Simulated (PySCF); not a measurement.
**Os⁺: excitation energy**

Os⁺ [Xe] 4f14 5d6 6s1 (6D) → Os⁺ [Xe] 4f14 5d5 6s1 6p1 (8P), as a difference of total energies. Calculation: PySCF 2.14, in def2-QZVPPD with the def2 core potential (60 electrons); a scalar-relativistic core potential. Correlated levels: valence: 5s2 5p6 frozen; valence and next inner shell: nothing frozen outside the core potential. The calculations carry no spin-orbit coupling.

```csv
method,excitation energy (eV)
UHF,3.536
LDA,5.478
PBE,5.444
PBE0,5.214
r2SCAN,4.951
B97-3,5.584
BP86,5.583
HSE06,5.233
CAM-B3LYP,5.457
MP2 (valence),4.766
SCS-MP2 (valence),5.210
MP2 (valence and next inner shell),4.708
SCS-MP2 (valence and next inner shell),4.935
```

**Question.** How much does correlation contribute at MP2 (valence and next inner shell)?

**Answer.** 4.708 − (3.536) = 1.172 eV, measured against UHF.
